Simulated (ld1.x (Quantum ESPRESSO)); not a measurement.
Ranking RRKJ potentials for C (Z = 6)

All share these settings but for the change named:

| Quantity | Value |
| --- | --- |
| Element | carbon |
| Generator | ld1.x (Quantum ESPRESSO) 7.5 |
| Type | norm-conserving RRKJ (Kleinman–Bylander form) |
| Functional | PBE |
| Relativity | scalar-relativistic |
| Frozen core | [He] |
| Valence charge | 4 |
| Reference configuration | 2s2 2p2 |
| Partial waves | 2p (bound): rc 1.60 bohr; 3d channel at -0.2 Ry: rc 1.55 bohr; 2s (bound): rc 1.00 bohr |
| Local potential | the s channel |
| Core correction | Bessel-smoothed model core inside 0.65 bohr |

Test errors are all-electron minus pseudo excitation energies from the reference, over 2s2 2p1; 2s2 2p0; 2s1 2p0; 2s0 2p4; 2s2 2p1.5; 2s1 2p3; 2s2 2p2.3. None of these files shows a bound ghost.

The base gives 331.4 meV.

Of 8 variants that were run, those that failed, showed a ghost or another fault, or gave nearly equal values are left out.

A variant can come out equal or close to the base, since the largest error may sit in a test that the change hardly touches while other tests move.

Problem. Rank these variants by their largest absolute test error, smallest first.
A. core correction none
B. core correction Bessel-smoothed model core inside 0.66 bohr
C. core correction Bessel-smoothed model core inside 0.44 bohr

Solution. C (293.4 meV), B (340.2 meV), A (418.6 meV).
